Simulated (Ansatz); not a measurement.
A structure drawn as `C=CC[Si](F)(F)F`, with this starting geometry:

```xyz
12

C    -2.0832   -0.0954   -0.6322
C    -0.8785   -0.6038   -0.2636
C     0.4789    0.0536   -0.5508
Si    1.5633    0.2850    0.9214
F     2.9895    0.9198    0.3877
F     0.8876    1.4417    1.8966
F     1.7986   -1.0304    1.7286
H    -2.1169    0.8669   -1.0731
H    -3.0259   -0.5656   -0.3333
H    -0.9005   -1.5835    0.2329
H     0.3042    0.9771   -1.0899
H     0.9829   -0.6654   -1.2241
```

The species carries charge 0 and has multiplicity 1.

Question: Does it keep its bonds when Ansatz relaxes it at PBE-D4/def2-SVP and then PBE0-D4/def2-TZVP?

Answer: Yes, every drawn bond is still there and no new one forms.

Question: Give the relaxed structure. (An estimate is asked.)

Answer: The calculation gave: 
Z-matrix (Å, degrees):
```
C
C 1 1.496
Si 1 1.842 2 112.1
H 1 1.096 2 111.1 3 120.1
H 1 1.095 2 111.1 3 -120.7
C 2 1.325 1 124.8 3 107.2
H 2 1.087 1 116.0 3 -71.2
F 3 1.579 1 111.4 2 173.7
F 3 1.577 1 111.9 2 -66.3
F 3 1.579 1 111.4 2 53.9
H 6 1.085 2 121.7 1 1.2
H 6 1.083 2 121.2 1 -178.8
```
All modes are real.

Atoms count as bonded under 1.1 times the sum of their covalent radii (H–H under 0.85 Å, pairs among N, O and F under 1.55 Å), and a drawn bond as lost past 1.3 times.
